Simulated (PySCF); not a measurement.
**Electron correlation in Cd⁺ (cadmium, charge +1)**

[Kr] 4d10 5s1, 2S determinant. All numbers are calculated (PySCF 2.14, a scalar-relativistic core potential, in cc-pVDZ-PP with ECP28MDF (4s4p3d1f, 38 functions)). Frozen: 4s2 4p6; 11 electrons correlated.

MP2 pair energies summed by pair of shells (mhartree):

```json
{"pair": "4d-4d", "energy": "-262.96", "share (%)": "90.2"}
{"pair": "4d-5s", "energy": "-28.55", "share (%)": "9.8"}
```

Total MP2 correlation energy: -291.51 mhartree.

Same-spin part -110.38 and opposite-spin part -181.14 mhartree; SCS-MP2 scales them by 1/3 and 6/5 to -254.16 mhartree.

| level | correlation energy (mhartree) |
| --- | --- |
| CCSD | -279.24 |
| (T) | -2.88 |
| CCSD(T) | -282.12 |

Diagnostics: T1 = 0.0057, D1 = 0.0254, largest double amplitude 0.021.

Is a single reference adequate?

Yes, within this model without spin-orbit coupling: T1 lies below 0.03 and no double amplitude reaches 0.07.
